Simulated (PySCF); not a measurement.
**How methods differ on the excitation energy of Si(2+)**

Si(2+) [Ne] 3s2 (1S) → Si(2+) [Ne] 3s1 3d1, s spin flipped, as a difference of total energies. Computed with PySCF 2.14 in aug-cc-pV(Q+d)Z (7s6p5d3f2g, 89 functions), with the non-relativistic Hamiltonian (point nucleus). Correlated levels: valence: [Ne] frozen. The calculations carry no spin-orbit coupling.

```csv
method,excitation energy (cm⁻¹)
UHF,140010
MP2 (valence),141830
SCS-MP2 (valence),142190
```

The upper determinant mixes two multiplicities, so it lies between the two terms.

The promoted electron is Rydberg-like, and one or two diffuse shells describe it only roughly, which tends to raise the upper state.

The coupled-cluster amplitudes are large for the upper state (T1 above 0.03 or a double amplitude above 0.15), so a single reference is strained.
